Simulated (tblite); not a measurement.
Compound: C3H9FO3Si2.
Atom-mapped SMILES: `[CH3:1][O:2][CH2:3][C@@H:4]1[O:5][Si@H:6]([F:7])[O:8][SiH2:9]1` (hydrogens: H10, H11, H12 on C1; H13, H14 on C3; H15 on C4; H16 on Si6; H17, H18 on Si9)

Cartesian coordinates in Å at the GFN2-xTB level; atoms count from 1:
```
atom  x, y, z in Å
C1     2.9627    0.2368   -0.0907
O2     1.7125    0.0171    0.5144
C3     0.8232   -0.7193   -0.2924
C4    -0.5185   -0.6875    0.4246
O5    -1.5494   -1.1543   -0.4350
Si6   -2.8575   -0.2213   -0.5970
F7    -3.0465    0.1556   -2.1380
O8    -2.4427    1.1201    0.2295
Si9   -0.9661    1.1175    0.9434
H10    3.5555    0.8072    0.6212
H11    2.8594    0.8061   -1.0221
H12    3.4676   -0.7106   -0.3121
H13    1.1913   -1.7451   -0.4436
H14    0.7134   -0.2485   -1.2806
H15   -0.4762   -1.3687    1.2810
H16   -4.0748   -0.7757   -0.0721
H17   -1.1736    1.2275    2.3789
H18   -0.1890    2.1492    0.2791
```

Computed with GFN2-xTB (tblite): harmonic, unscaled wavenumbers at the GFN2-xTB geometry, gas phase. The method is semi-empirical: single wavenumbers can be off by several per cent or more. Modes of hydrogen on silicon can be 10 to 20 % off. One conformer, not necessarily the lowest.

Harmonic wavenumbers (cm⁻¹): 40.5, 55.3, 79.4, 101.4, 133.4, 194.1, 219.2, 276.9, 295.5, 338.9, 393.5, 435.2, 512.8, 533.6, 584.8, 598.7, 636.7, 667.4, 690.8, 748.9, 781.2, 847.3, 892.8, 938.4, 980.9, 995.9, 1078.5, 1106.8, 1122.3, 1128.5, 1169.0, 1172.6, 1233.1, 1280.9, 1332.2, 1402.6, 1466.4, 1486.4, 1501.4, 2338.4, 2358.8, 2497.8, 2852.6, 2886.4, 2904.9, 2908.1, 2927.4, 3030.9.

A = 2359, B = 694.4, C = 617.5 MHz; mass 168.007 u (most abundant isotopes); point group C1, symmetry number 1.

Task: What is the zero-point energy?

Result: Half the sum of the wavenumbers: 27080 cm⁻¹ = 77.42 kcal/mol.

Task: What is S at 400 K and 1 bar for an ideal gas of classical rigid rotors and harmonic oscillators?

Result: Translation 42.75, rotation 31.02, vibration 46.63: S = 120.4 cal/(mol K).

Task: And Cp and H(400 K) − H(0)?

Result: Cp = 52.31 cal/(mol K), of which vibrations give 44.36 (their classical limit is 48 R = 95.4); H(400 K) − H(0) = 12.58 kcal/mol without the zero-point energy, 9.40 from vibrations.

Task: Which modes carry the vibrational entropy at 400 K?

Result: 40.5 cm⁻¹: 5.82; 55.3 cm⁻¹: 5.20; 79.4 cm⁻¹: 4.48; 101.4 cm⁻¹: 4.00; 133.4 cm⁻¹: 3.47; 194.1 cm⁻¹: 2.74 cal/(mol K); the other 42 give 20.92 together.

Task: What must be added to the electronic energy to get the Gibbs energy at 400 K and 1 bar?

Result: ZPE + [H(400 K) − H(0)] − T·S = 77.42 + 12.58 − 48.16 = 41.84 kcal/mol.

Hindered rotation and anharmonicity are outside this model. Other conformers, if any are populated, would add a mixing term that is left out. The structure is chiral; the term R ln 2 for an equal mix with its mirror image is left out.
